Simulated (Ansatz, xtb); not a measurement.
## Two structures of BGeH7Si

Structure a: a singlet given by its coordinates. Structure b: `B[SiH2][GeH3]`, a singlet. Both are isolated molecules in the gas phase, relaxed with B3LYP-D3(BJ)/def2-SVP; the shapes shown needn't be the lowest conformers.

a (Å):

```xyz
10

B    -1.7002    1.0410   -2.6566
Ge   -1.2415    2.0005   -1.0169
Si    0.2516    0.0750   -2.4110
H     0.2542   -0.5430   -3.7675
H     0.2836   -0.9978   -1.3768
H     1.4992    0.8864   -2.2796
H    -1.5914    1.6558   -3.6888
H    -2.4169    0.0735   -2.5617
H    -1.2145    1.3651    0.3983
H    -0.2994    3.2308   -0.9599
```

Close contacts (Å): B1–Ge2 1.95, B1–Si3 2.19, Ge2–Si3 2.81, B1–H7 1.21, B1–H8 1.21, Ge2–H9 1.55, Ge2–H10 1.55, Si3–H4 1.49, Si3–H5 1.49, Si3–H6 1.49.

b (Å):

```xyz
10

B    -0.6948   -0.3655   -3.4973
Ge   -1.2600    1.8250   -0.8790
Si    0.4064    0.7264   -2.2425
H    -1.0550   -1.4767   -3.1974
H    -1.1085    0.1079   -4.5266
H     1.2779   -0.0541   -1.3136
H     1.2188    1.8048   -2.8817
H    -2.1334    0.7907   -0.1371
H    -2.1848    2.7066   -1.7450
H    -0.5706    2.7239    0.1703
```

Problem. Estimate E(b) − E(a) at the level CCSD(T)/def2-TZVP.

Solution. Calculated at CCSD(T)/def2-TZVP: E(b) − E(a) = −2.9 kcal/mol, so structure b lies lower.

How the difference moves with the method:

```csv
level,geometry,E(b) − E(a) (kcal/mol),departure from the last row (kcal/mol),"job, with rough time for the two"
B3LYP-D3(BJ)/def2-SVP,B3LYP-D3(BJ)/def2-SVP,−3.1,−0.2,"optimisation, 49 s"
HF/def2-TZVP,B3LYP-D3(BJ)/def2-SVP,−16.5,−13.6,part of the CCSD(T) run
MP2/def2-TZVP,B3LYP-D3(BJ)/def2-SVP,−0.9,+2.0,part of the CCSD(T) run
CCSD(T)/def2-TZVP,B3LYP-D3(BJ)/def2-SVP,−2.9,,"single point, 26 s"
```

The levels shown agree on the order. The largest departure from CCSD(T)/def2-TZVP is that of HF/def2-TZVP, 13.6 kcal/mol. Levels run at GFN2-xTB geometries aren't shown.

With harmonic frequencies from B3LYP-D3(BJ)/def2-SVP (ideal gas, rigid rotor, one conformer each, 298.15 K, 1 atm): on the last row, ΔE + ΔZPE = −3.2 kcal/mol. A mode under 50 cm⁻¹ makes harmonic enthalpies and free energies unreliable, so none is given.

The correlated steps freeze 15 core orbitals; the filled d shell of Ge is correlated, in a basis made for valence electrons. Programs: Ansatz 0.2.0; the last row on 2 threads of Intel(R) Xeon(R) 6975P-C (Granite Rapids) on a shared host.
